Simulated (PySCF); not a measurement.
Te(F)4 cation (F₄Te), SMILES F[Te](F)(F)F (connectivity only; charge and spin as stated), charge +1, multiplicity 2. The structure is a stationary point at PBE-D3(BJ)/def2-SVP. The spin state was assumed, not searched. The isomer is the one that the SMILES or the coordinates give; other isomers of the formula were not compared. The def2 effective core potentials stand for the cores of Te; spin–orbit coupling is left out.

Computed with PBE-D3(BJ)/def2-SVP in PySCF.

Harmonic wavenumbers (cm⁻¹): 104, 109, 183, 194, 211, 543, 553, 675, 684. Rotational constants (GHz): 3.734, 2.572, 2.317; symmetry number 2.

Problem. Work out the zero-point energy and the ideal-gas rigid-rotor harmonic-oscillator thermochemistry at 298.15 K and 1 atm.

Solution. ZPE = ½ Σ hcν = ½ × 3255 cm⁻¹ = 19.47 kJ/mol. H − E(el) = 39.29 kJ/mol. Entropy in J/(mol K): translation 175.05, rotation 107.50, vibration 62.54, spin 5.76, total 350.86. G − E(el) = -65.32 kJ/mol. Cp = 89.54 J/(mol K). Modes under 150 cm⁻¹ make the vibrational entropy uncertain.
